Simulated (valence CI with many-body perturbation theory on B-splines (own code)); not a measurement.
## E1 transitions of Nb XXXV

Method: relativistic CI+MBPT: five valence electrons over a frozen Dirac-Fock core [He], a basis of 11 s, 11 p, 10 d, 8 f, 5 g, 2 h functions for each j, with the one-electron correlation potential Σ1 (screened to all orders), the two-electron term Σ2, the three-electron term Σ3, Breit, model QED; selected single and double excitations, second order for the rest, scaled by the run's own slope (own B-spline code, finite nucleus).

No measured spectrum was set against this ion. As an estimate, large intervals hold to a few tenths of a per cent, small ones and those within an open d or f shell to about a per cent. Among the levels kept, up to 10000 cm⁻¹ of a level comes from second order outside the variational space, and about a tenth of that is noise between levels of different J, which matters for small intervals.

Lines 1 to 50 of 595 in falling wavelength, among levels below 24961 × 10³ cm⁻¹, chosen from the strongest by gf and those to the six lowest levels. Wavelengths and rates use the calculated energies. Electric multipoles are in the length gauge, E1 and E2 with the static RPA response of the core. Weak lines are less certain than strong ones. Lines between different terms over intervals too small for the method are left out, as are lines whose strength nearly cancels. The highest levels of a list are the least certain.

Levels are named by their leading jj configuration (3d3/2^4 stands for four electrons in 3d with j = 3/2), which in mixed levels can hold well under half, so a name can repeat and another be missing. Letters in brackets count levels of one name in rising energy.

```
λ vac (Å)                               Upper                               Lower   A (s⁻¹)  log gf  Branch %
    337.4      (2s 2p1/2 2p3/2^2 3p1/2) J=7/2     (2s 2p1/2 2p3/2^2 3s) J=5/2 [b]  6.49e+08   -1.05       0.0
    300.2  (2s 2p1/2 2p3/2^2 3p1/2) J=5/2 [a]     (2s 2p1/2 2p3/2^2 3s) J=3/2 [a]  9.47e+08   -1.11       0.0
    292.2      (2s^2 2p1/2 2p3/2 3p1/2) J=5/2     (2s^2 2p1/2 2p3/2 3s) J=3/2 [b]  1.17e+09   -1.05       0.8
    289.8  (2s 2p1/2 2p3/2^2 3p1/2) J=5/2 [c]     (2s 2p1/2 2p3/2^2 3s) J=3/2 [c]  1.40e+09   -0.97       0.0
    283.8  (2s 2p1/2^2 2p3/2 3p1/2) J=3/2 [b]     (2s 2p1/2^2 2p3/2 3s) J=3/2 [b]  1.71e+09   -1.08       0.0
    279.4       (2p1/2^2 2p3/2^2 3p1/2) J=3/2          (2p1/2^2 2p3/2^2 3s) J=5/2  2.87e+09   -0.87       0.0
    272.6          (2s^2 2p1/2^2 3p1/2) J=1/2             (2s^2 2p1/2^2 3s) J=1/2  3.45e+09   -1.11       2.3
    266.9      (2s^2 2p1/2 2p3/2 3p1/2) J=5/2         (2s^2 2p1/2 2p3/2 3s) J=5/2  1.98e+09   -0.90       1.4
    266.4       (2p1/2^2 2p3/2^2 3p1/2) J=5/2          (2p1/2^2 2p3/2^2 3s) J=5/2  2.33e+09   -0.83       0.0
    266.0  (2s 2p1/2 2p3/2^2 3p1/2) J=3/2 [a]     (2s 2p1/2 2p3/2^2 3s) J=5/2 [a]  2.54e+09   -0.97       0.0
    254.6  (2s 2p1/2^2 2p3/2 3p1/2) J=3/2 [a]         (2s 2p1/2^2 2p3/2 3s) J=5/2  3.76e+09   -0.83       0.1
    254.3      (2s 2p1/2 2p3/2^2 3p1/2) J=7/2         (2s 2p1/2 2p3/2^2 3s) J=7/2  2.15e+09   -0.78       0.0
    251.8            (2s 2p3/2^3 3p1/2) J=5/2           (2s 2p3/2^3 3s) J=3/2 [a]  1.95e+09   -0.95       0.0
    249.0  (2s^2 2p1/2 2p3/2 3p1/2) J=3/2 [a]     (2s^2 2p1/2 2p3/2 3s) J=3/2 [a]  2.27e+09   -1.07       2.1
    244.6      (2s 2p1/2^2 2p3/2 3p1/2) J=5/2         (2s 2p1/2^2 2p3/2 3s) J=5/2  3.35e+09   -0.74       0.0
    239.7      (2s 2p1/2^2 2p3/2 3d3/2) J=7/2      (2s 2p1/2^2 2p3/2 3p3/2) J=7/2  1.41e+09   -1.01       0.1
    238.4      (2s 2p1/2 2p3/2^2 3d3/2) J=9/2      (2s 2p1/2 2p3/2^2 3p3/2) J=9/2  1.58e+09   -0.87       2.6
    233.2          (2s^2 2p3/2^2 3p1/2) J=5/2             (2s^2 2p3/2^2 3s) J=3/2  2.60e+09   -0.90       1.1
    228.2  (2s 2p1/2 2p3/2^2 3p1/2) J=5/2 [a]     (2s 2p1/2 2p3/2^2 3s) J=5/2 [a]  3.08e+09   -0.84       0.0
    227.1          (2s^2 2p3/2^2 3p1/2) J=3/2             (2s^2 2p3/2^2 3s) J=5/2  4.70e+09   -0.84       0.8
    226.8  (2s 2p1/2 2p3/2^2 3d5/2) J=7/2 [a]  (2s 2p1/2 2p3/2^2 3p3/2) J=5/2 [a]  1.88e+09   -0.93       0.0
    225.5        (2s 2p3/2^3 3p1/2) J=3/2 [b]           (2s 2p3/2^3 3s) J=3/2 [b]  3.50e+09   -0.97       0.0
    221.1      (2s^2 2p3/2^2 3d5/2) J=5/2 [a]      (2s^2 2p3/2^2 3p3/2) J=3/2 [a]  3.59e+09   -0.80       0.0
    220.4      (2s 2p1/2^2 2p3/2 3d5/2) J=9/2      (2s 2p1/2^2 2p3/2 3p3/2) J=7/2  6.08e+09   -0.35      64.6
    219.5  (2s 2p1/2 2p3/2^2 3d5/2) J=5/2 [c]  (2s 2p1/2 2p3/2^2 3p3/2) J=3/2 [c]  2.62e+09   -0.94       0.0
    219.2  (2s 2p1/2 2p3/2^2 3d5/2) J=9/2 [a]  (2s 2p1/2 2p3/2^2 3p3/2) J=7/2 [a]  5.07e+09   -0.44      12.8
    218.5     (2s 2p1/2 2p3/2^2 3d5/2) J=11/2      (2s 2p1/2 2p3/2^2 3p3/2) J=9/2  6.23e+09   -0.27      22.0
    217.6          (2s^2 2p3/2^2 3p1/2) J=1/2             (2s^2 2p3/2^2 3s) J=1/2  5.71e+09   -1.09       1.9
    216.6  (2s 2p1/2^2 2p3/2 3d5/2) J=5/2 [a]  (2s 2p1/2^2 2p3/2 3p3/2) J=5/2 [a]  1.98e+09   -1.08       0.0
    216.0        (2s 2p3/2^3 3p1/2) J=3/2 [a]               (2s 2p3/2^3 3s) J=5/2  5.52e+09   -0.81       0.1
    214.3  (2s 2p1/2 2p3/2^2 3d5/2) J=7/2 [d]  (2s 2p1/2 2p3/2^2 3p3/2) J=5/2 [d]  4.99e+09   -0.56       0.0
    213.6  (2s 2p1/2 2p3/2^2 3d5/2) J=7/2 [c]  (2s 2p1/2 2p3/2^2 3p3/2) J=5/2 [c]  4.12e+09   -0.65       0.1
    213.4          (2s^2 2p3/2^2 3p1/2) J=5/2             (2s^2 2p3/2^2 3s) J=5/2  3.94e+09   -0.79       1.6
    212.6          (2s^2 2p3/2^2 3d5/2) J=7/2          (2s^2 2p3/2^2 3p3/2) J=7/2  1.56e+09   -1.07       0.0
    212.3  (2s 2p1/2 2p3/2^2 3d5/2) J=5/2 [a]  (2s 2p1/2 2p3/2^2 3p3/2) J=3/2 [a]  3.23e+09   -0.88       0.0
    212.3  (2s 2p1/2 2p3/2^2 3d5/2) J=5/2 [e]  (2s 2p1/2 2p3/2^2 3p3/2) J=3/2 [d]  3.16e+09   -0.89       0.0
    211.7  (2s 2p1/2 2p3/2^2 3d5/2) J=7/2 [b]  (2s 2p1/2 2p3/2^2 3p3/2) J=5/2 [b]  2.65e+09   -0.85       0.0
    211.5  (2s 2p1/2^2 2p3/2 3d5/2) J=3/2 [b]  (2s 2p1/2^2 2p3/2 3p3/2) J=1/2 [b]  3.57e+09   -1.02       0.0
    209.7  (2s 2p1/2 2p3/2^2 3d5/2) J=7/2 [e]  (2s 2p1/2 2p3/2^2 3p3/2) J=5/2 [e]  6.18e+09   -0.49       0.0
    209.6          (2s^2 2p3/2^2 3d5/2) J=7/2          (2s^2 2p3/2^2 3p3/2) J=5/2  4.48e+09   -0.63       0.1
    209.2  (2s^2 2p1/2 2p3/2 3d5/2) J=5/2 [a]  (2s^2 2p1/2 2p3/2 3p3/2) J=3/2 [a]  2.40e+09   -1.02       0.0
    208.0  (2s 2p1/2 2p3/2^2 3d5/2) J=9/2 [b]  (2s 2p1/2 2p3/2^2 3p3/2) J=7/2 [b]  5.35e+09   -0.46       3.0
    207.6  (2s 2p1/2 2p3/2^2 3d5/2) J=9/2 [c]  (2s 2p1/2 2p3/2^2 3p3/2) J=7/2 [c]  7.06e+09   -0.34       2.0
    207.2      (2s^2 2p1/2 2p3/2 3d5/2) J=9/2      (2s^2 2p1/2 2p3/2 3p3/2) J=7/2  6.73e+09   -0.36      89.2
    206.6  (2s^2 2p1/2 2p3/2 3d5/2) J=7/2 [a]  (2s^2 2p1/2 2p3/2 3p3/2) J=5/2 [a]  6.06e+09   -0.51       0.2
    206.4  (2s 2p1/2 2p3/2^2 3d5/2) J=5/2 [f]  (2s 2p1/2 2p3/2^2 3p3/2) J=3/2 [e]  4.82e+09   -0.73       0.0
    205.9  (2s 2p1/2^2 2p3/2 3d5/2) J=7/2 [b]  (2s 2p1/2^2 2p3/2 3p3/2) J=5/2 [b]  7.09e+09   -0.44       0.0
    205.7            (2s 2p3/2^3 3p1/2) J=5/2               (2s 2p3/2^3 3s) J=5/2  2.89e+09   -0.96       0.0
    205.4          (2s^2 2p3/2^2 3d5/2) J=9/2          (2s^2 2p3/2^2 3p3/2) J=7/2  6.72e+09   -0.37      88.0
    205.2  (2s 2p1/2 2p3/2^2 3d5/2) J=5/2 [b]  (2s 2p1/2 2p3/2^2 3p3/2) J=5/2 [b]  2.93e+09   -0.95       0.0
```

(1) How does gf follow from A for the line at 207.6 Å?

Answers

(1) gf = 1.4992 × (2J+1)_upper × A / σ², with σ = 481640 cm⁻¹ and 2J+1 = 10: gf = 0.456.
